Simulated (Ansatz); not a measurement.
Species: C10H9ClSi, SMILES `[SiH3]c1ccc2cccc(Cl)c2c1` (charge 0, multiplicity 1).

### Question
Give a relaxed geometry from Ansatz (a program for electronic structure) with PBE0-D4/def2-SVP.

### Answer
the end point of this relaxation (outside a Z-matrix the atoms follow the SMILES, hydrogens last).
Z-matrix (Å, degrees):
```
C
C 1 1.4174
C 2 1.3824 1 121.71
H 2 1.0921 3 120.57 1 -180.00
C 3 1.4227 2 118.64 4 -179.99
C 5 1.3723 3 121.06 2 0.00
H 6 1.0931 5 120.39 3 179.99
H 5 1.0941 6 119.14 7 0.00
C 6 1.4190 7 118.51 5 180.00
C 9 1.4168 6 121.77 7 0.00
C 10 1.3743 9 120.50 6 180.00
H 11 1.0923 10 120.36 9 -180.00
H 10 1.0926 11 120.63 12 0.00
C 11 1.4109 12 119.09 10 -180.00
C 14 1.3758 11 119.87 12 -180.00
H 14 1.0910 15 119.47 1 180.00
Cl 15 1.7340 14 118.71 16 0.00
Si 3 1.8782 2 120.61 4 0.03
H 18 1.4931 3 109.14 2 -0.35
H 18 1.4959 19 109.38 4 121.46
H 18 1.4959 19 109.36 20 117.61
```
